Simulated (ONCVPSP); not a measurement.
# Before and after: ONCV potential for oxygen

- Element: O (Z = 8)
- Generator: ONCVPSP 4.0.1
- Type: optimised norm-conserving Vanderbilt (ONCV)
- Functional: LDA (Perdew-Wang 92)
- Relativity: scalar-relativistic
- Frozen core: [He]
- Valence charge: 6
- Reference configuration: 2s2 2p4
- Partial waves: 2s: rc 1.00 bohr, ncon 3, nbas 6, qcut 7 1/bohr, 2 projectors, debl 1 Ha; 2p: rc 2.15 bohr, ncon 4, nbas 7, qcut 5.9 1/bohr, 2 projectors, debl 1.2 Ha; d scattering state at 0.02 Ha: rc 2.00 bohr, ncon 5, nbas 8, qcut 4.7 1/bohr, 2 projectors, debl 3.5 Ha
- Local potential: polynomial inside 0.95 bohr (lpopt 5, dvloc0 4 Ha)
- Core correction: Teter function, fcfact 2.75, rcfact 1.15

All-electron outer shells of the reference configuration (LDA (PZ), scalar-relativistic, ld1.x):

```json
{"shell": "1s", "level (eV)": "-510.89", "outermost node (bohr)": "–", "outermost maximum (bohr)": "0.13"}
{"shell": "2s", "level (eV)": "-23.75", "outermost node (bohr)": "0.28", "outermost maximum (bohr)": "0.88"}
{"shell": "2p", "level (eV)": "-9.20", "outermost node (bohr)": "–", "outermost maximum (bohr)": "0.82"}
```

Change: s: ncon 5, nbas 8.

Cutoffs: the cutoffs (Ha) at which the residual kinetic energy of the hardest occupied pseudo-wave falls to 1 and 0.1 mHa per electron; they do not see the model core or the augmentation charge, which bear on the density cutoff. Errors are all-electron minus pseudo energies relative to the spin-unpolarised reference configuration.

Q: How do hardness, ghosts and transferability respond?

A: The potential gets harder (27 Ha and 91 Ha → 109 Ha and 153 Ha); the errors of the 4 common tests hardly move; neither file shows a bound ghost.

| quantity | base | changed |
| --- | --- | --- |
| cutoff, loose | 27 Ha | 109 Ha |
| cutoff, tight | 91 Ha | 153 Ha |
| loose cutoff by channel | s 27 Ha, p 14 Ha | s 109 Ha, p 14 Ha |
| bound ghosts | none | none |
| GHOST(+) flags under 300 eV | none | none |
| error for 2s2 2p3, meV [ΔE 16.58 eV] | +179 | +178 |
| error for 2s2 2p2, meV [ΔE 50.30 eV] | +1214 | +1208 |
| error for 2s2 2p1, meV [ΔE 104.27 eV] | +4054 | +4054 |
| error for 2s2 2p3.5, meV [ΔE 6.37 eV] | +32 | +32 |
| s: phases at 1.01 bohr within 0.05 rad from the reference energy up to (Ha; the scan ends near 5) | to the end of the scan | to the end of the scan |
| p: phases at 2.18 bohr within 0.05 rad from the reference energy up to (Ha; the scan ends near 5) | 4.3 | 4.3 |
| d: phases at 2.03 bohr within 0.05 rad from the reference energy up to (Ha; the scan ends near 5) | to the end of the scan | to the end of the scan |
| rms error of d²Exc/dni dnj with the model core, mHa | 0.80 | 0.94 |
